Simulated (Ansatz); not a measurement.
Geometry optimisation, RKS PBE0-D4/def2-SVP (Ansatz).

The input (input.yaml):

```yaml
crystal:
  periodic: [false, false, false]
  atoms:
    - { symbol: Ga, position_ang: [0.0, 0.0, 0.0] }
    - { symbol: "N", position_ang: [0.0, 0.0, 2.28] }
    - { symbol: H, position_ang: [-0.877, -0.2713, 2.81] }
    - { symbol: H, position_ang: [0.877, 0.2713, 2.81] }
    - { symbol: H, position_ang: [1.3596, 0.0, -0.785] }
    - { symbol: H, position_ang: [-1.3596, 0.0, -0.785] }
    - { symbol: Si, position_ang: [-0.3289, 2.4741, 0.8293] }
    - { symbol: H, position_ang: [-1.6858, 2.9154, 0.52] }
    - { symbol: H, position_ang: [-0.1144, 2.537, 2.2721] }
    - { symbol: H, position_ang: [0.6306, 3.3451, 0.1568] }
    - { symbol: H, position_ang: [-0.1699, 1.2781, 2.0507] }
basis:
  gaussian: { orbitals: def2-SVP }
hamiltonian:
  xc: pbe0
  dispersion: d4
relax:
  f_tol: 0.15
  max_steps: 25
  restrain:
    - { distance: [0, 6], at: 3.53, k: 30.0 }
    - { distance: [10, 1], at: 2.26, k: 30.0 }
    - { distance: [0, 1], at: 1.93, k: 30.0 }
    - { distance: [10, 6], at: 1.46, k: 30.0 }
output:
  orbitals: {}
```

Launched with:

```bash
$ ansatz run input.yaml --threads 2 --pin off --max-ram 3072MiB --backend cpu --events-out ev --progress --plain --runs-dir out
```

Where does it end, and by what steps?

The run converged. The restraints hold the end off the free minimum. After 10 steps the energy has fallen by 2.164 eV (the restraints' own energy left out); H9 moved furthest, 1.22 Å. Parted: Ga1–Si7 (2.63 → 3.54 Å).

```json
{"step": "0", "energy less start (eV)": "0.0000", "largest force component (eV/Å)": "4.265", "accepted": "yes"}
{"step": "1", "energy less start (eV)": "1.4090", "largest force component (eV/Å)": "2.898", "accepted": "yes"}
{"step": "2", "energy less start (eV)": "1.7188", "largest force component (eV/Å)": "2.077", "accepted": "yes"}
{"step": "3", "energy less start (eV)": "0.5872", "largest force component (eV/Å)": "2.245", "accepted": "yes"}
{"step": "4", "energy less start (eV)": "-0.5469", "largest force component (eV/Å)": "1.932", "accepted": "yes"}
{"step": "5", "energy less start (eV)": "-1.3444", "largest force component (eV/Å)": "1.382", "accepted": "yes"}
{"step": "6", "energy less start (eV)": "-1.8623", "largest force component (eV/Å)": "1.030", "accepted": "yes"}
{"step": "7", "energy less start (eV)": "-2.0863", "largest force component (eV/Å)": "1.203", "accepted": "yes"}
{"step": "8", "energy less start (eV)": "-2.1470", "largest force component (eV/Å)": "1.340", "accepted": "yes"}
{"step": "9", "energy less start (eV)": "-2.1476", "largest force component (eV/Å)": "1.353", "accepted": "no"}
{"step": "10", "energy less start (eV)": "-2.1639", "largest force component (eV/Å)": "1.360", "accepted": "yes"}
```

```xyz
11
Properties=species:S:1:pos:R:3
Ga 0.043 -0.348 0.175
N 0.058 -0.587 2.043
H -0.775 -0.690 2.611
H 0.878 -0.438 2.618
H 1.434 -0.100 -0.491
H -1.349 -0.469 -0.524
Si -0.391 3.026 1.138
H -1.759 3.309 0.607
H -0.215 3.739 2.445
H 0.624 3.533 0.165
H -0.218 1.575 1.373
```

The run took 34 s on 2 threads of Arm Neoverse V1 (shared host), peak memory 0.23 GiB.
